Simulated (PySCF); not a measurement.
**Radial density of Li⁻ (lithium, charge -1)**

UHF, [He] 2s2, closed-shell 1S. Computed with PySCF 2.14 in aug-cc-pVTZ with one added diffuse shell each of s, p, d, f type (6s5p4d3f, 62 functions), with no relativity, point nucleus.

```tsv
r (bohr)	4πr²ρ (e/bohr)
0.00985	0.01588
0.0166	0.04307
0.0279	0.1140
0.0469	0.2880
0.0788	0.6749
0.133	1.394
0.223	2.344
0.375	2.835
0.631	2.023
1.06	0.6341
1.78	0.1790
3.00	0.3163
5.05	0.2906
8.49	0.1074
14.3	0.01737
24.0	0.0003689
```
